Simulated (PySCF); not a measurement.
# Static response to an electric field

Triethylarsine, C₆H₁₅As.
SMILES with atom numbers: `[CH3:1][CH2:2][As:3]([CH2:4][CH3:5])[CH2:6][CH3:7]` (hydrogens: H8, H9, H10 on C1; H11, H12 on C2; H13, H14 on C4; H15, H16, H17 on C5; H18, H19 on C6; H20, H21, H22 on C7)

Structure used (PBE0-D3(BJ)/def2-SVP), in Å, numbered top down from 1:
```xyz
22
C6H15As angstrom
C     -1.8338    1.8304    0.1379
C     -0.3740    1.6844   -0.2595
As     0.5551    0.1883    0.6403
C     -0.3366   -1.3135   -0.2955
C     -1.4818   -1.9302    0.4932
C      2.1751    0.2491   -0.4920
C      3.2019   -0.8086   -0.1233
H     -2.2890    2.7194   -0.3277
H     -1.9492    1.9319    1.2288
H     -2.4300    0.9597   -0.1770
H     -0.2723    1.5498   -1.3498
H      0.1902    2.5940    0.0058
H     -0.6706   -0.9615   -1.2863
H      0.4473   -2.0678   -0.4753
H     -1.1373   -2.3024    1.4707
H     -2.2854   -1.2038    0.6907
H     -1.9321   -2.7787   -0.0474
H      1.8668    0.1559   -1.5472
H      2.5987    1.2597   -0.3707
H      3.5296   -0.7043    0.9230
H      4.0975   -0.7402   -0.7617
H      2.7996   -1.8279   -0.2395
```

Level: wB97X-D/def2-SVPD (PySCF), static field, nuclei fixed, core orbitals frozen in the response. The polarisability tensor in these axes (au):

```
x   121.70  -3.39  -3.20
y    -3.39 110.69  -1.35
z    -3.20  -1.35  92.69
```

What are the eigenvalues, a third of the trace, and Δα (Δα² = ½Σ(αi − αj)² over the three pairs)?

Principal values 92.18, 109.99 and 122.90 au; mean 108.36 au = 16.06 Å³ = 17.87 × 10⁻⁴⁰ C²·m²/J; Δα = 26.72 au (25 % of the mean).

What is the dipole moment, and where does it point?

(-0.04, 0.07, -1.19) D, 1.19 D in size, pointing from the negative to the positive side. Measured along this direction, the outermost atoms are H15 at the negative end and H18 and H11 at the positive end.

Molar refractivity from α?

Lorentz–Lorenz: R = (4π/3)N_A α = 2.5225 cm³/(mol·Å³) × 16.06 Å³ = 40.5 cm³/mol, in the limit of long wavelengths.

In TDDFT the mean static polarisability is Σ f/ω² over all singlet excitations (ω in hartree). How much of it do the 10 lowest give? Their energies (eV) and oscillator strengths: 6.23, 0.1377; 6.37, 0.1386; 6.85, 0.0067; 7.20, 0.2913; 7.64, 0.0080; 7.73, 0.0065; 7.85, 0.0025; 8.02, 0.0268; 8.04, 0.0205; 8.11, 0.0250.

They add up to 10.45 au, 9.6 % of the 108.36 au; the largest single term is 4.16 au, from the state at 7.20 eV. Terms in order: 2.63, 2.53, 0.11, 4.16, 0.10, 0.08, 0.03, 0.31, 0.23, 0.28 au. Higher excitations give the rest. The strengths listed sum to 0.664.

Rayleigh depolarisation ratio (linearly polarised light, static tensor)?

ρ = 3Δα²/(45ᾱ² + 4Δα²) = 2141.4/(528374 + 2855.2) = 0.00403.

The structure is a single PBE0-D3(BJ)/def2-SVP conformer in the gas phase; no vibrational or solvent corrections. The calculation is non-relativistic, for arsenic too.

The run behind these numbers computed excited states and ΔSCF ions as well. Hardware: one thread of an Arm Neoverse V2, no GPU, shared host. Cost: 2.4 min wall.
